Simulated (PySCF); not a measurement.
# Assignment exercise: C$_{9}$H$_{9}$N$_{3}$

Molfile (atoms numbered from 1):
```
C9H9N3
     RDKit          3D

 21 22  0  0  0  0  0  0  0  0999 V2000
    4.0949    0.3657    0.2557 C   0  0  0  0  0  0  0  0  0  0  0  0
    2.9551    1.0370    0.3100 C   0  0  0  0  0  0  0  0  0  0  0  0
    1.7165    0.4237    0.2007 N   0  0  0  0  0  0  0  0  0  0  0  0
    1.5762   -0.8715    0.0357 N   0  0  0  0  0  0  0  0  0  0  0  0
    0.2523   -1.0533   -0.0229 C   0  0  0  0  0  0  0  0  0  0  0  0
   -0.5237   -2.2083   -0.1846 C   0  0  0  0  0  0  0  0  0  0  0  0
   -1.8814   -2.0424   -0.1970 C   0  0  0  0  0  0  0  0  0  0  0  0
   -2.4867   -0.7768   -0.0552 C   0  0  0  0  0  0  0  0  0  0  0  0
   -1.7643    0.3796    0.1038 C   0  0  0  0  0  0  0  0  0  0  0  0
   -2.3951    1.7274    0.2507 C   0  0  0  0  0  0  0  0  0  0  0  0
   -0.3658    0.2318    0.1198 C   0  0  0  0  0  0  0  0  0  0  0  0
    0.6131    1.1339    0.2587 N   0  0  0  0  0  0  0  0  0  0  0  0
    5.0411    0.8666    0.3417 H   0  0  0  0  0  0  0  0  0  0  0  0
    4.0960   -0.7019    0.1228 H   0  0  0  0  0  0  0  0  0  0  0  0
    2.8759    2.1055    0.4416 H   0  0  0  0  0  0  0  0  0  0  0  0
   -0.0547   -3.1729   -0.2907 H   0  0  0  0  0  0  0  0  0  0  0  0
   -2.5222   -2.9038   -0.3178 H   0  0  0  0  0  0  0  0  0  0  0  0
   -3.5660   -0.7211   -0.0727 H   0  0  0  0  0  0  0  0  0  0  0  0
   -2.9221    2.0008   -0.6630 H   0  0  0  0  0  0  0  0  0  0  0  0
   -3.1170    1.7243    1.0658 H   0  0  0  0  0  0  0  0  0  0  0  0
   -1.6309    2.4726    0.4513 H   0  0  0  0  0  0  0  0  0  0  0  0
  1  2  2  0
  2  3  1  0
  3  4  1  0
  4  5  2  0
  5  6  1  0
  6  7  2  0
  7  8  1  0
  8  9  2  0
  9 10  1  0
  9 11  1  0
 11 12  2  0
 12  3  1  0
 11  5  1  0
  1 13  1  0
  1 14  1  0
  2 15  1  0
  6 16  1  0
  7 17  1  0
  8 18  1  0
 10 19  1  0
 10 20  1  0
 10 21  1  0
M  END
```

No relativistic terms, one conformer, rapidly exchanging positions averaged, isolated molecule. Shielding tensors at PBE0/pcSseg-1 (GIAO); geometry from GFN2-xTB; PySCF.

Scale: 13C (186.93 ppm), 1H (31.72 ppm) vs TMS (reference shieldings calculated alike).

**Question.** Assign these signals to the numbered atoms. 13C{1H} NMR (computed): δ 150.1, 150.1, 141.2, 136.1, 132.9, 131.3, 120.6, 115.4, 17.3.

**Answer.** 
```tsv
δ (ppm)	atoms	environment	reason
150.1	C11	ring-fusion aromatic carbon	–
150.1	C5	ring-fusion aromatic carbon	–
141.2	C2	alkene CH	an sp2 carbon of a C=C bond
136.1	C9	substituted aromatic carbon	–
132.9	C7	aromatic CH	the aromatic region
131.3	C8	aromatic CH	–
120.6	C6	aromatic CH	–
115.4	C1	terminal =CH2 carbon	as expected for a trigonal carbon in a double bond
17.3	C10	methyl carbon on an aromatic ring	a saturated carbon with 1 carbon neighbour and no heteroatom attached
```

C11 and C5; C7 and C8 lie closer than the usual error of such a calculation, so a measured spectrum could show them in the other order.

**Question.** Assign these signals to the numbered atoms. 1H NMR (400 MHz, computed): δ 8.00 (d, 1H), 7.77 (m, 1H), 7.73 (m, 1H), 7.57 (d, 1H), 7.09 (m, 1H), 5.65 (m, 1H), 2.93 (s, 3H).

**Answer.** 
| δ (ppm) | atoms | environment | reason |
| --- | --- | --- | --- |
| 8.00 | H16 | hydrogen on an aromatic CH | it sits in the deshielding region of the aromatic ring current |
| 7.77 | H15 | hydrogen on an alkene CH | attached to an sp2 carbon and in the plane of the double bond |
| 7.73 | H17 | hydrogen on an aromatic CH | the ring current deshields protons in the ring plane |
| 7.57 | H18 | hydrogen on an aromatic CH | – |
| 7.09 | H14 | hydrogen on a terminal =CH2 carbon | attached to an sp2 carbon and in the plane of the double bond |
| 5.65 | H13 | hydrogen on a terminal =CH2 carbon | – |
| 2.93 | H19/H20/H21 | hydrogen on a methyl carbon on an aromatic ring | benzylic-type position, deshielded by the ring |

H15 and H17 lie closer than the usual error of such a calculation, so a measured spectrum could show them in the other order.

Shifts are as computed. Against solution values, carbons near 30 ppm lie about +3 ppm off and those near 130 ppm about +5 ppm. Of 1211 compounds with measured shifts, 218 miss one by over three times the rms of a fit or turn the order of signals round; such compounds aren't used in these exercises. No couplings were computed; multiplicities are counted from neighbouring protons, with m where these are inequivalent, close in shift, in a saturated or five-membered ring or joined by F or P, and br s for small geminal =CH2 splittings.
